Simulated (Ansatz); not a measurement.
# Ligand exchange: SiH3(SbH2) + SiH3(CN) → SbH(SiH3)2 + HCN

Species: SiH3(SbH2), singlet; SiH3(CN) (silyl cyanide), singlet; SbH(SiH3)2, singlet; HCN (hydrogen cyanide) `C#N`, singlet. The partners trade H for SiH3: Sb–H and C–SiH3 bonds give way to Sb–SiH3 and C–H.

Shapes, held fixed at every level: PBE0-D4/def2-TZVP. Programs: Ansatz 0.2.0. The zero-point and thermal change to 298 K, harmonic and unscaled (PBE0-D4/def2-TZVP), is +7.2 kJ/mol.

| level | kind | ΔH(298 K) (kJ/mol) | less CCSD(T)/def2-TZVPP | CPU time (sum over the molecules) |
| --- | --- | --- | --- | --- |
| HF/def2-SVP | Hartree–Fock | +18.3 | +10.3 | – |
| r2SCAN-D4/def2-TZVPP | meta-GGA | +5.1 | -2.9 | 56 s |
| B3LYP-D4/def2-TZVPP | global hybrid | +6.8 | -1.2 | 55 s |
| BHLYP-D4/def2-TZVPP | global hybrid | +7.2 | -0.8 | 39 s |
| PBE0-D4/def2-TZVPP | global hybrid | -1.8 | -9.8 | 38 s |
| r2SCAN0-D4/def2-TZVPP | global hybrid | +3.2 | -4.8 | 56 s |
| CCSD/def2-SVP | coupled cluster or CI | +8.6 | +0.6 | – |
| CCSD(T)/def2-TZVPP | coupled cluster or CI | +8.0 | 0.0 | 14 min |

The highest level, CCSD(T)/def2-TZVPP, gives ΔH(298 K) = +8.0 kJ/mol; the levels span -1.8 to +18.3. They disagree on the sign: 7 of 8 are positive. The column of differences is taken from that level and isn't an error. No measured value is set beside it here. For atoms past krypton def2 sets carry core potentials with scalar relativity. Outer-core shells of Sb are correlated in most correlated rows, in sets that cover them unevenly. Times are processor times on shared x86 and Arm servers, and rough.
